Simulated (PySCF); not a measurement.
# F⁻ (fluorine, charge -1) across methods

[Ne], closed-shell 1S. Calculation: PySCF 2.14, in aug-cc-pCVQZ-DK; the spin-free X2C one-electron Hamiltonian (Gaussian nucleus).

```json
{"method": "M06-2X", "E (hartree)": "-99.9480", "mean ε 1s (eV)": "-675.33", "mean ε 2s (eV)": "-22.878", "mean ε 2p (eV)": "-2.054", "Σ⟨r²⟩ (bohr²)": "16.90", "⟨S²⟩": "0.000"}
{"method": "BLYP", "E (hartree)": "-99.9902", "mean ε 1s (eV)": "-649.81", "mean ε 2s (eV)": "-16.665", "mean ε 2p (eV)": "1.512", "Σ⟨r²⟩ (bohr²)": "18.40", "⟨S²⟩": "0.000"}
{"method": "UHF", "E (hartree)": "-99.54406", "mean ε 1s (eV)": "-703.57", "mean ε 2s (eV)": "-29.339", "mean ε 2p (eV)": "-4.915", "Σ⟨r²⟩ (bohr²)": "15.98", "⟨S²⟩": "0.000"}
{"method": "PBE", "E (hartree)": "-99.8969", "mean ε 1s (eV)": "-648.95", "mean ε 2s (eV)": "-16.762", "mean ε 2p (eV)": "1.532", "Σ⟨r²⟩ (bohr²)": "18.26", "⟨S²⟩": "0.000"}
{"method": "PBE0", "E (hartree)": "-99.8868", "mean ε 1s (eV)": "-662.54", "mean ε 2s (eV)": "-20.003", "mean ε 2p (eV)": "-0.142", "Σ⟨r²⟩ (bohr²)": "17.37", "⟨S²⟩": "0.000"}
{"method": "r2SCAN", "E (hartree)": "-99.9406", "mean ε 1s (eV)": "-654.90", "mean ε 2s (eV)": "-18.144", "mean ε 2p (eV)": "1.312", "Σ⟨r²⟩ (bohr²)": "17.52", "⟨S²⟩": "0.000"}
{"method": "LDA", "E (hartree)": "-99.3503", "mean ε 1s (eV)": "-644.51", "mean ε 2s (eV)": "-16.546", "mean ε 2p (eV)": "1.331", "Σ⟨r²⟩ (bohr²)": "18.22", "⟨S²⟩": "0.000"}
{"method": "HSE06", "E (hartree)": "-99.8972", "mean ε 1s (eV)": "-662.16", "mean ε 2s (eV)": "-19.550", "mean ε 2p (eV)": "0.268", "Σ⟨r²⟩ (bohr²)": "17.36", "⟨S²⟩": "0.000"}
```

The highest occupied level is positive at BLYP, PBE, r2SCAN, LDA, HSE06: only the finite basis holds that electron, which in a density functional comes from self-interaction.
